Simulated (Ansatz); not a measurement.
`F[Si](F)(I)I`, charge 0, multiplicity 1.

**Question.** Give a relaxed structure at PBE0-D4/def2-TZVP (the Gaussian-basis code of Ansatz). (Best estimate.)

**Answer.** Ansatz gave: 
Z-matrix (Å, degrees):
```
Si
F 1 1.578
I 1 2.400 2 109.0
I 1 2.400 2 109.0 3 -124.5
F 1 1.578 2 106.9 3 117.7
```
Point group C2v.
